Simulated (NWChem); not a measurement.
System: C2H4N2OSi; SMILES O[Si@H]1C=NC=N1

```xyz
10

O      0.0270    -2.1183    -0.4808
Si     0.0229    -0.7425     0.4352
C      1.2530     0.6549    -0.0167
N      0.5922     1.7252    -0.2632
C     -0.8375     1.4755    -0.1570
N     -1.3408     0.3494     0.1453
H     -0.1990    -2.0386    -1.4125
H      0.1203    -1.1824     1.8478
H      2.3504     0.7015    -0.0506
H     -1.4530     2.3644    -0.3668
```
Atoms are numbered in this order, from 1.

Results from NWChem. Pople sets run with spherical d functions. Geometry: optimised at PBE0/def2-SVP. Level: PBE/6-31G* with SMD (1 M gas to 1 M solution), gas-phase geometry. Reactions with the solvent are ignored.

```tsv
solvent	dielectric constant	solvation free energy (kcal/mol)	cavity-dispersion-structure term (kcal/mol)	dipole in solution (D)
water	78.4	-7.6	2.5	2.03
n-hexane	1.88	-4.9	-1.6	1.72
ethanol	24.9	-8.2	1.3	2.02
dichloromethane	8.93	-8.0	-0.8	1.96
1,4-dioxane	2.21	-4.4	-0.6	1.75
```
